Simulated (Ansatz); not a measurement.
All numbers were calculated with Ansatz.

A structure relaxed at PBE0-D4/def2-TZVP, charge 0, multiplicity 1:

```json
{"atom": "F1", "x (Å)": "-0.285", "y (Å)": "-1.992", "z (Å)": "-0.200"}
{"atom": "C2", "x (Å)": "-0.027", "y (Å)": "-0.620", "z (Å)": "-0.129"}
{"atom": "Si3", "x (Å)": "-1.501", "y (Å)": "0.287", "z (Å)": "0.604"}
{"atom": "N4", "x (Å)": "0.638", "y (Å)": "-0.113", "z (Å)": "-1.290"}
{"atom": "Si5", "x (Å)": "1.727", "y (Å)": "-0.007", "z (Å)": "0.014"}
{"atom": "H6", "x (Å)": "-2.637", "y (Å)": "0.296", "z (Å)": "-0.360"}
{"atom": "H7", "x (Å)": "-1.076", "y (Å)": "1.689", "z (Å)": "0.860"}
{"atom": "H8", "x (Å)": "-1.930", "y (Å)": "-0.350", "z (Å)": "1.873"}
{"atom": "H9", "x (Å)": "0.188", "y (Å)": "0.427", "z (Å)": "-2.010"}
{"atom": "H10", "x (Å)": "2.893", "y (Å)": "-0.913", "z (Å)": "-0.016"}
{"atom": "H11", "x (Å)": "2.010", "y (Å)": "1.297", "z (Å)": "0.657"}
```

Question: Give its formula and SMILES.

Answer: CH6FNSi2, `FC1([SiH3])N[SiH2]1`.

Question: Summarise the bond lengths by kind.

Answer: 1 × C–F 1.397 Å; 2 × C–Si 1.863 to 1.880 Å; 1 × C–N 1.431 Å; 5 × H–Si 1.477 to 1.489 Å; 1 × N–Si 1.702 Å; 1 × H–N 1.007 Å.
